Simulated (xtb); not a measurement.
W(NH)(S)(Cl)(OH) (ClH2NOSW), SMILES [NH]=[W]([OH])(=[S])[Cl], multiplicity 1. All values are semi-empirical tight-binding results from xtb (GFN2-xTB unless named), good for trends rather than for accurate numbers. Geometry optimised at GFN2-xTB. The spin state was assumed, not searched. The structure was generated by enumeration; whether it is a known compound was not checked. The values are those of a single conformer.

Optimised geometry:

Bonds (Å): W1–N2 1.771, W1–S4 2.189, W1–Cl5 2.200, W1–O6 1.843, N2–H3 1.019, O6–H7 0.966. Bond angles (°): N2–W1–S4 106.0, N2–W1–Cl5 107.3, N2–W1–O6 116.7, S4–W1–Cl5 104.6, S4–W1–O6 107.5, Cl5–W1–O6 113.9, W1–N2–H3 172.7, W1–O6–H7 164.4.

For metal compounds this method's bond lengths and energies can be far off.

Computed properties:
| Quantity | Value |
|---|---|
| orbital gap | 2.11 eV |
| zero-point energy | 17.0 kcal/mol |
| G − E(el) at 298.15 K (modified RRHO) | -4.3 kcal/mol |

Problem. Give the atomic charges and the Wiberg bond orders between heavy atoms. (The exact figures need the calculation; the answer reports its results.)

Solution. charges (e) W1 0.73, N2 -0.43, H3 0.21, S4 -0.32, Cl5 -0.10, O6 -0.42, H7 0.34. Bond orders W1–N2 2.26, W1–S4 2.20, W1–Cl5 1.30, W1–O6 1.29.
